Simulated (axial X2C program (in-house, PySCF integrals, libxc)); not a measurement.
**Levels of Se₂⁺ by electron attachment to Se₂²⁺ (EOM-EA-CCSD)**

Calculated with an in-house all-electron X2C program for linear molecules (integrals from PySCF): two-component X2C with atomic mean-field Coulomb and Gaunt terms, Gaussian nuclei, basis Se dyall-acv3z with contracted cores.

R = 2.087 Å (near the PBE0 minimum at charge 1 of the determinant lowest at the starting distance; the state shown can have its own minimum elsewhere).

Levels of Se₂⁺ obtained by attaching an electron to Se₂²⁺:

| Ω | binding energy (eV) | above lowest (cm⁻¹) | attached spinor | one-particle weight |
| --- | --- | --- | --- | --- |
| 1/2 | 15.577 | 0 | 78% Se pπ, 14% Se dπ | 0.96 |
| 3/2 | 15.327 | 2015 | 78% Se pπ, 16% Se dπ | 0.96 |
| 1/2 | 11.085 | 36230 | 54% Se pσ, 34% Se dσ | 0.94 |

**Question.** What is the splitting of the first π pair in the table, and is it regular or inverted?

**Answer.** E(3/2) − E(1/2) = 2015 − 0 = 2015 cm⁻¹ at EOM-EA-CCSD: regular, Ω = 1/2 lower. Splittings at this level can be off by ten to twenty per cent.

This point took 20 s on 1 thread of Arm Neoverse N1, with other jobs on the host.

Reference electrons by ω block (each with its −ω partner): 1/2: 22, 3/2: 9, 5/2: 2. 10 electrons of Se₂²⁺ correlated (inner shells frozen), 92 natural virtual spinors (a truncated set); levels can be off by some tenths of an eV. Roots sought by Ω: (1/2: 5, 3/2: 4, 5/2: 2, 7/2: 1); the list ends where they run out and leaves out roots under 60 % one-particle weight. The solver can skip a root, and states that need a further excitation, which the method places far too high, are missing though they may lie low or lowest. T1 of the reference 0.019 (Lee–Taylor). The reference was not checked to be the lowest state of its species. Number of frozen shells: Se 3 s, 2 p, 1 d. g and u states are not told apart.
